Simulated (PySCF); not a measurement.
# Property card for `F[C@H]1COCCO1`

Compound: C4H7FO2.
Cartesian coordinates in Å at the GFN2-xTB level; atoms count from 1:
```xyz
14
C4H7FO2 angstrom
F      1.5359   -1.3954   -0.7343
C      1.3444   -0.2676    0.0482
C      0.7378    0.8414   -0.8217
O     -0.6091    0.5915   -1.1358
C     -1.3656    0.3435    0.0310
C     -0.7851   -0.8465    0.7906
O      0.5739   -0.5857    1.1403
H      2.3370    0.0157    0.4209
H      1.2740    0.9029   -1.7692
H      0.8360    1.7904   -0.2712
H     -2.3828    0.1372   -0.3026
H     -1.3577    1.2339    0.6781
H     -0.8351   -1.7487    0.1699
H     -1.3043   -1.0130    1.7338
```

Among its groups: ether and C–F bond.

GFN2-xTB geometry:

```
Point group of the GFN2-xTB geometry                  : C1
Rotational constants A, B, C of the GFN2-xTB geometry : 4.024, 2.864, 2.128 GHz
```

wB97X-D/def2-SVPD ground state and vertical TDDFT (core frozen in the response) (PySCF):

```
Dipole moment                                                     : 1.93 D
HOMO energy                                                       : -9.43 eV
LUMO energy                                                       : 2.26 eV
HOMO–LUMO gap                                                     : 11.69 eV
Lowest singlet excitation                                         : 7.50 eV (165 nm, f = 0.013)
Strongest line among the 8 lowest singlet transitions             : S3 at 8.33 eV (149 nm, f = 0.077)
Lowest triplet excitation (Tamm–Dancoff)                          : 7.31 eV
Static isotropic polarisability                                   : 54.6 au
Electronic spatial extent ⟨r²⟩ about the centre of nuclear charge : 632 bohr²
```

PBE0/pcSseg-1 ground state and GIAO shieldings, non-relativistic (PySCF):

```
Lowest Hirshfeld atomic charge                              : -0.15 e on O4/O7
Highest Hirshfeld atomic charge                             : +0.12 e on C2
13C chemical shifts (computed TMS as zero) by class         : 108.6 (C2), 72.3 (C3), 69.6 (C5), 64.1 (C6) ppm
1H chemical shifts (computed TMS as zero) by class          : 5.42 (H8), 4.65 (H13), 4.04 (H9), 3.92 (H12), 3.78 (H11), 3.72 (H10), 3.49 (H14) ppm
Isotropic shieldings of nuclei other than C and H, by class : 254 (O7), 313 (O4), 335 (F1) ppm
Mayer bond orders between heavy atoms                       : F1–C2 0.87, C2–C3 1.00, C3–O4 0.94, O4–C5 0.92, C5–C6 1.04, C6–O7 0.88, O7–C2 1.03
```

**B3LYP/pcJ-1 indirect spin-spin coupling, non-relativistic, gas phase; spin–dipole term left out for some pairs (PySCF)**

```
Largest of the computed one-bond spin–spin couplings (means over like bonds) : 19F–13C -278.0 (F1–C2), 13C–1H +177.5 (C2–H8), 13C–1H +156.0 (C3–H9), 13C–1H +153.0 (C6–H13), 13C–1H +151.9 (C6–H14), 13C–1H +151.5 (C5–H11), 13C–1H +145.1 (C5–H12), 13C–1H +143.0 (C3–H10) Hz
```

Monoisotopic mass from the formula: 106.0430 u.

The rotational constants make it an asymmetric top with κ = (2B − A − C)/(A − C) = -0.22, nearer the prolate limit (−1). With B = h/(8π²I), that is 505.379 GHz u Å² over I, the principal moments of inertia are 125.6, 176.5 and 237.5 u Å² (most abundant isotopes); the inertial defect Ic − Ia − Ib is -64.6 u Å² (zero for a rigid planar frame, negative otherwise). The vertical singlet–triplet gap S1 − T1 is 0.19 eV (TDDFT singlet less Tamm–Dancoff triplet; S1: HOMO→LUMO, weight 0.79; T1: HOMO→LUMO, weight 0.63). A dipole of 1.93 D is allowed in C1, and pure rotational transitions are dipole-allowed. In wavenumbers S1 is 60500 cm⁻¹ (1 eV = 8065.54 cm⁻¹). S1 lies 4.19 eV below the HOMO–LUMO gap; its leading configuration is HOMO→LUMO, weight 0.79. No computed singlet falls in the visible range (750 to 380 nm, 1.65 to 3.26 eV); S1 lies 4.24 eV above its blue end. In atomic units the dipole is 0.76 e·bohr (1 au = 2.5417 D).

One conformer stands for the species.
